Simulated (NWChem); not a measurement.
Correlation energy of Ga (-1)

```
Ga
```
Charge -1, spin multiplicity 3.

Program: NWChem.

Basis set: def2-SVPD. Each correlation energy counts from its own Hartree-Fock reference.

The Hamiltonian is non-relativistic. The correlated methods keep 9 core orbitals frozen. The stability of the SCF solutions was not checked. Open-shell Hartree-Fock references start from PBE0 orbitals. Coupled-cluster values serve here as a point of comparison, not as the truth.

Q: For the correlation energy, UMP2 gives -184.6 mHa and SCS-UMP2 gives -168.5 mHa. What do CCSD on UHF, CCSD[T] on UHF, CCSD(T) on UHF give?

A: CCSD on UHF: -185.8 mHa; CCSD[T] on UHF: -193.6 mHa; CCSD(T) on UHF: -192.4 mHa.
